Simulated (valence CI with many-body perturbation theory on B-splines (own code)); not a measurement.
E1 line list for I2+

Calculated by relativistic CI+MBPT: five valence electrons over a frozen Dirac-Fock core [Kr] 4d10, a basis of 11 s, 11 p, 10 d, 8 f, 5 g, 2 h functions for each j, with the one-electron correlation potential Σ1, the two-electron term Σ2, the three-electron term Σ3, Breit, model QED; selected CI, second order for the rest, scaled by the run's own slope (own B-spline code, finite nucleus).

No measured spectrum was set against this ion. As an estimate, levels hold to about 250 cm⁻¹ or 0.2 % of their energy and the worst to 1 %, as in measured heavy ions of charge 2 to 7. Among the levels kept, up to 3000 cm⁻¹ of a level comes from second order outside the variational space, and about a tenth of that is noise between levels of different J, which matters for small intervals.

Lines 101 to 150 of 600 in falling wavelength, among levels below 188663 cm⁻¹, chosen from the strongest by gf and those to the six lowest levels. Wavelengths and rates use the calculated energies, so an error of 200 cm⁻¹ moves a line at 4377 Å by 0.88 % and its rate by three times that or more. Electric multipoles are in the length gauge, E1 and E2 with the static RPA response of the core. Weak lines are less certain than strong ones. Lines between different terms over intervals too small for the method are left out, as are lines whose strength nearly cancels. Where a level lies close to another of its J and parity, the split of strength between their lines is uncertain.

Names give the largest LS component (configuration and term), which can be under half, so a name can repeat, a term be missing and a line seem to break the LS rules; names also repeat where a configuration has a term twice. Letters in brackets count levels of one name in rising energy.

```csv
λ vac (Å),Upper,Lower,A (s⁻¹),log gf,Branch %
4377,5s²5p²6p ²D°_3/2 [a],5s²5p²6s ⁴P_5/2,7.30e+06,-1.08,1.9
4313,5s²5p²6p ²D°_5/2 [c],5s²5p²6s ²D_3/2,4.11e+07,-0.16,10.0
4280,5s²5p²6p ²D°_3/2 [b],5s²5p²6s ²D_3/2,4.44e+07,-0.31,12.7
4272,5s²5p²6p ²D°_5/2 [b],5s²5p²5d ²G_7/2,1.39e+07,-0.64,3.9
4263,4f5s²5p² ²F°_5/2 [a],5s²5p²5d ²D_3/2 [c],1.49e+07,-0.61,2.0
4255,5s²5p²6p ²D°_5/2 [a],5s²5p²6s ⁴P_5/2,6.75e+07,0.04,20.9
4245,5s²5p²7s ²P_1/2,5s²5p²6p ²P°_3/2 [a],2.67e+07,-0.84,1.5
4226,5s²5p²6p ²D°_5/2 [c],5s²5p²5d ²F_5/2 [b],3.77e+07,-0.22,9.1
4209,5s²5p²6p ²P°_3/2 [c],5s²5p²5d ²D_5/2 [b],5.65e+07,-0.22,13.2
4194,5s²5p²6p ²D°_3/2 [b],5s²5p²5d ²F_5/2 [b],5.30e+07,-0.25,15.2
4183,5s²5p²6p ²D°_5/2 [d],5s²5p²6s ²D_3/2,2.54e+07,-0.40,7.0
4163,5s²5p²6p ⁴D°_3/2 [b],5s²5p²6s ⁴P_3/2,7.57e+07,-0.10,23.2
4159,5s²5p²6p ²D°_5/2 [b],5s²5p²5d ⁴P_5/2,1.32e+07,-0.69,3.7
4158,4f5s²5p² ⁴G°_5/2,5s²5p²6s ²D_3/2,4.99e+06,-1.11,0.6
4104,5s²5p²6p ²D°_3/2 [a],5s²5p²6s ²P_1/2,5.17e+07,-0.28,13.7
4100,5s²5p²6p ²D°_5/2 [d],5s²5p²5d ²F_5/2 [b],2.12e+07,-0.49,5.9
4072,5s²5p²6p ²P°_1/2 [c],5s²5p²6s ²S_1/2,9.46e+07,-0.33,27.7
4067,5s²5p²6p ⁴P°_1/2,5s²5p²6s ²P_1/2,3.06e+07,-0.82,7.9
4044,5s²5p²6p ²F°_7/2,5s²5p²5d ²F_5/2 [b],5.25e+07,0.01,13.0
4034,5s²5p²6p ²P°_1/2 [b],5s²5p²5d ²P_3/2 [b],7.17e+07,-0.46,18.3
4030,5s²5p²6d ²P_3/2,5s²5p²6p ²D°_5/2 [b],9.09e+06,-1.05,0.7
3980,5s²5p²6p ⁴D°_7/2,5s²5p²6s ⁴P_5/2,1.61e+08,0.49,40.2
3967,5s²5p²6p ⁴D°_5/2,5s²5p²6s ⁴P_3/2,1.50e+08,0.33,37.8
3956,5s²5p²6p ⁴D°_1/2,5s²5p²5d ²P_1/2 [a],2.36e+07,-0.96,7.5
3955,5s²5p²6p ²D°_5/2 [c],5s²5p²6s ²D_5/2,4.44e+07,-0.20,10.8
3927,5s²5p²6p ²D°_3/2 [b],5s²5p²6s ²D_5/2,4.99e+07,-0.34,14.3
3923,5s²5p²6p ⁴D°_3/2 [a],5s²5p²6s ⁴P_1/2,1.32e+08,0.09,34.4
3906,4f5s²5p² ⁴G°_7/2 [a],5s²5p²5d ²F_5/2 [b],1.11e+07,-0.69,1.3
3852,5s²5p²6p ²P°_3/2 [a],5s²5p²6s ²P_3/2,1.45e+08,0.11,44.5
3846,4f5s²5p² ²G°_7/2,5s²5p²5d ²F_5/2 [c],5.05e+06,-1.05,0.6
3845,5s²5p²6p ²D°_5/2 [d],5s²5p²6s ²D_5/2,5.10e+07,-0.17,14.1
3845,5s²5p²7s ²P_3/2 [b],5s²5p²6p ²P°_1/2 [a],4.04e+07,-0.45,1.8
3835,5s²5p²6p ²P°_3/2 [c],5s²5p²6s ²S_1/2,1.26e+08,0.05,29.5
3830,5s²5p²6p ²P°_1/2 [b],5s²5p²6s ²D_3/2,6.16e+07,-0.57,15.7
3830,5s²5p²7s ⁴P_5/2,5s²5p²6p ²D°_5/2 [b],3.27e+07,-0.37,3.1
3829,5s²5p²6p ⁴P°_3/2,5s²5p²6s ⁴P_5/2,1.80e+08,0.20,45.3
3795,5s²5p²6p ²F°_7/2,5s²5p²6s ²D_5/2,8.21e+07,0.15,20.4
3776,5s²5p²6p ⁴D°_5/2,5s²5p²5d ⁴D_5/2,1.08e+07,-0.86,2.7
3757,5s²5p²7s ²P_3/2 [a],5s²5p²6p ²D°_5/2 [b],6.03e+07,-0.29,5.1
3755,5s²5p²6p ²D°_3/2 [a],5s²5p²6s ⁴P_3/2,7.00e+07,-0.23,18.6
3724,5s²5p²6p ⁴P°_1/2,5s²5p²6s ⁴P_3/2,1.24e+08,-0.29,31.9
3714,5s²5p²6p ²D°_5/2 [b],5s²5p²6s ²P_3/2,9.13e+07,0.05,25.9
3707,5s²5p²6p ⁴D°_3/2 [b],5s²5p²5d ⁴D_3/2,2.36e+07,-0.71,7.2
3682,5s²5p²7s ⁴P_3/2,5s²5p²6p ²D°_5/2 [a],1.33e+07,-0.97,1.2
3665,5s²5p²6p ²D°_5/2 [a],5s²5p²6s ⁴P_3/2,1.03e+07,-0.91,3.2
3660,5s²5p²7s ²P_3/2 [b],5s²5p²6p ²D°_5/2 [b],3.25e+07,-0.58,1.4
3645,5s²5p²6p ²S°_1/2,5s²5p²6s ⁴P_1/2,2.72e+07,-0.96,8.7
3639,5s²5p²6p ²D°_5/2 [c],5s²5p²5d ²D_3/2 [a],1.01e+07,-0.92,2.4
3624,5s²5p²7s ⁴P_3/2,5s²5p²6p ⁴P°_1/2,1.91e+07,-0.82,1.7
3595,5s²5p²7s ⁴P_3/2,5s²5p²6p ²D°_3/2 [a],6.10e+07,-0.33,5.5
```

Question: How does gf follow from A for the line at 4255 Å?

Answer: gf = 1.4992 × (2J+1)_upper × A / σ², with σ = 23501 cm⁻¹ and 2J+1 = 6: gf = 1.10.
